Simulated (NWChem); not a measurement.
NH3SeS; SMILES S[Se]N

```xyz
6

Se     0.4351    -0.4542    -0.0077
N     -1.1966    -1.3596    -0.0130
H     -1.2840    -1.9421     0.8149
H     -1.2925    -1.9184    -0.8562
S     -0.2169     1.6838    -0.0552
H     -0.3709     1.8810     1.2758
```
Atoms are numbered in this order, from 1.

Program: NWChem. Pople sets run with spherical d functions. Structure relaxed at the B3LYP/6-31G* (spherical d) level. Level B3LYP/6-31G*: energy and gradient on several grids; changes count from the extra-fine grid, which is no exact limit either.

```json
[
 {"grid": "xcoarse", "size of the energy change (μHa)": "1000", "largest change of a gradient component (μHa/bohr)": "1000"},
 {"grid": "coarse", "size of the energy change (μHa)": "20", "largest change of a gradient component (μHa/bohr)": "300"},
 {"grid": "medium", "size of the energy change (μHa)": "< 10", "largest change of a gradient component (μHa/bohr)": "40"},
 {"grid": "fine", "size of the energy change (μHa)": "< 10", "largest change of a gradient component (μHa/bohr)": "< 30"},
 {"grid": "xfine", "size of the energy change (μHa)": "< 10", "largest change of a gradient component (μHa/bohr)": "< 30"}
]
```
